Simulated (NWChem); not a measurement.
Basis-set convergence for H3FPbSi

```xyz
6

Pb    -0.2505    -0.4129     0.0000
F     -1.5161     1.2208     0.0000
Si     1.9372     1.2820     0.0000
H      1.8987     2.1690     1.2092
H      1.8987     2.1690    -1.2092
H      3.2677     0.5848     0.0000
```
Charge 0, spin multiplicity 1.

The numbers come from NWChem runs, not from measurements. The geometry was optimised at PBE0/def2-SVP with def2 effective core potentials on Pb, a minimum by its harmonic frequencies.

Quantity: dipole moment at the level PBE0.

Effective core potentials replace the inner electrons of Pb; spin-orbit coupling is left out. The structure started from a generated list of species.

The cost column gives rough processor time relative to def2-SVP; each entry includes its own SCF.

| basis | functions | dipole moment (D) | relative cost |
|---|---|---|---|
| def2-SVP | 73 | ___ | 1 |
| def2-SVPD | 103 | ___ | under 3 |
| def2-TZVP | 136 | 3.85 | under 3 |
| def2-TZVPP | 165 | 3.84 | 4 |
| def2-TZVPD | 166 | 3.85 | 5 |

Task: Complete the blanks.

Result: 
- def2-SVP, dipole moment (D): 3.69
- def2-SVPD, dipole moment (D): 3.89
